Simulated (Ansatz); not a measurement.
This geometry of CH5Ga + ClH (9 atoms, charge 0, multiplicity 1) is a first-order saddle point.

Method: RKS PBE0-D4/def2-SVP in Ansatz 0.2.0.

```xyz
9
Properties=species:S:1:pos:R:3
Ga -0.050 -0.191 0.153
C -0.032 -0.028 2.244
H -1.016 -0.037 2.733
H 0.712 -0.513 2.897
H 0.298 1.027 2.193
H 1.373 -0.061 -0.467
H -1.439 0.198 -0.435
Cl -0.241 -2.644 0.752
H -0.110 -1.454 1.615
```

(1) Which two structures does it join? (They come from a converged band through this point; their orientation in space is the band's.)

(2) How far does it lie above each of them?

Results:

(1) Bonds broken: Ga1–C2, Cl8–H9. Bonds formed: C2–H9. CH5Ga + ClH becomes CH4 + ClGaH2.

Image 0:

```xyz
9
Properties=species:S:1:pos:R:3
Ga 0.002 0.030 0.249
C 0.036 0.294 2.212
H -0.909 -0.005 2.694
H 0.873 -0.235 2.693
H 0.174 1.367 2.426
H 1.359 -0.089 -0.541
H -1.347 0.237 -0.538
Cl -0.331 -2.729 0.605
H -0.362 -2.570 1.884
```

Image 6:

```xyz
9
Properties=species:S:1:pos:R:3
Ga -0.076 -0.589 -0.375
C -0.021 -0.100 2.645
H -0.907 0.118 3.255
H 0.877 -0.134 3.276
H 0.103 0.708 1.907
H 1.402 -0.105 -0.483
H -1.404 0.220 -0.485
Cl -0.325 -2.737 -0.222
H -0.153 -1.083 2.167
```

(2) 0.32 eV above the first and 1.73 eV above the second. This is the barrier of this one path; another mechanism may lie lower. The orbitals stay closed-shell, which can raise the energy where a bond breaks towards radicals; this wasn't checked here.

Run time: 4.1 min on 2 threads of Arm Neoverse N1, on a shared host, peak memory 0.21 GiB.
